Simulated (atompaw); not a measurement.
## PBE PAW (atompaw) dataset for W (Z = 74), scalar-relativistic all-electron reference.

Input for atompaw 4.2.0.5:

```
W 74
GGA-PBE scalarrelativistic loggrid 2001 logderivrange -8 5 326
6 6 5 4 0 0
6 1 0
5 2 4
0 0 0
c
c
c
c
v
v
c
c
c
v
v
c
c
v
c
2
2.40 2.00 2.20 2.20
n
n
y
0.7
n
custom polynom2 7 10 vanderbiltortho sinc
bessel
1.50
2.40
1.60
2.40
2.40
2.40
PWSCFOUT
UPFDX 0.0125d0 UPFXMIN -7.d0 UPFZMESH 74.d0
END
```

Command:

```bash
atompaw < W.input > W.log
```

Resulting log (summary file):

```
Completed calculations for W (AE)

 Exchange-correlation type: GGA, Perdew-Burke-Ernzerhof

 Radial integration grid is logarithmic
 r0 =   9.2376146E-05 h =   6.8358348E-03   n =      2001 rmax =   8.0000000E+01

 Scalar relativistic calculation

 AEatom converged in  45 iterations
   nz     =  74.00
   delta  =       2.139770132984E-14

 All Electron Orbital energies:
  n  l      occupancy      energy
  1  0      2.0000000E+00 -5.1080332E+03
  2  0      2.0000000E+00 -8.8162503E+02
  3  0      2.0000000E+00 -2.0304446E+02
  4  0      2.0000000E+00 -4.1888081E+01
  5  0      2.0000000E+00 -5.8117821E+00
  6  0      2.0000000E+00 -4.1990118E-01
  2  1      6.0000000E+00 -7.7093738E+02
  3  1      6.0000000E+00 -1.7027152E+02
  4  1      6.0000000E+00 -3.1140205E+01
  5  1      6.0000000E+00 -3.1752986E+00
  6  1      0.0000000E+00 -1.0004376E-01
  3  2      1.0000000E+01 -1.3260473E+02
  4  2      1.0000000E+01 -1.7524289E+01
  5  2      4.0000000E+00 -3.2929849E-01
  4  3      1.4000000E+01 -2.4406542E+00

 Total energy
   Total                    :   -32285.02749805246276

 ---
 Completed calculations for W (SC)

 Exchange-correlation type: GGA, Perdew-Burke-Ernzerhof

 Radial integration grid is logarithmic
 r0 =   9.2376146E-05 h =   6.8358348E-03   n =      2001 rmax =   8.0000000E+01

 Scalar relativistic calculation

 SCatom converged in   4 iterations
   nz     =  74.00
   delta  =       1.807314900098E-14

 Valence Electron Orbital energies:
  n  l      occupancy      energy
   5  0      2.0000000E+00 -5.8117820E+00
   6  0      2.0000000E+00 -4.1990118E-01
   5  1      6.0000000E+00 -3.1752986E+00
   6  1      0.0000000E+00 -1.0004376E-01
   5  2      4.0000000E+00 -3.2929850E-01

 Total energy
   Total                    :   -32285.02749805773055
   Valence                  :     -759.40858007878762

 PAW parameters:
       lmax =            2
         rc =    2.4158281401668655
        irc =         1489
   rc_shape =    2.0086580325401306
    rc_vloc =    2.2103983269428364
    rc_core =    2.2103983269428364
   Vloc: truncated form - Vps(r)=A.sin(qr)/r for r<rc
   Projector type: improved polynomial pseudization + Vanderbilt ortho.
   Sinc^2 compensation charge shape zeroed at   2.0087E+00

 Number of basis functions     6
 No.   n  nodes  l      Energy         Cp coeff         Occ
  1    5    4    0   -0.5811782E+01 -0.2443991E+00  0.2000000E+01
  2    6    5    0   -0.4199012E+00  0.4006170E+01  0.2000000E+01
  3    5    3    1   -0.3175299E+01 -0.3482372E+00  0.6000000E+01
  4    6    4    1   -0.1000438E+00  0.2028737E+02  0.0000000E+00
  5    5    2    2   -0.3292985E+00 -0.1065546E+03  0.4000000E+01
  6  999    3    2    0.7000000E+00 -0.1479600E+01  0.0000000E+00

 Eigenvalues of overlap operator (in the basis of projectors):
    1        1.06004405E-01
    2        2.70032565E-01
    3        5.58959989E-01
    4        2.37594403E+01
    5        3.24795060E+02
    6        3.47155750E+02

 Orbital leakage outside PAW augmentation regions
   orb  is_core?  %out_of_sphere
   1 0    T           0.00
   2 0    T           0.00
   3 0    T           0.00
   4 0    T           0.00
   5 0    F           0.25
   6 0    F          73.78
   2 1    T           0.00
   3 1    T           0.00
   4 1    T           0.00
   5 1    F           1.62
   6 1    F          93.82
   3 2    T          -0.00
   4 2    T           0.00
   5 2    F          28.65
   4 3    T           0.06

 Summary of PAW energies
   Total valence energy     :   -759.40859178361313
   Smooth energy            :     64.29587604057727
   One center               :   -823.70446782419037
   Smooth kinetic           :     34.34373494366391
   Vloc energy              :     31.08873877768817
   Smooth exch-corr         :    -14.82865871405662
   One-center xc            :   -630.53579464215795
```

The run took about 33 s on one core of a shared server CPU.
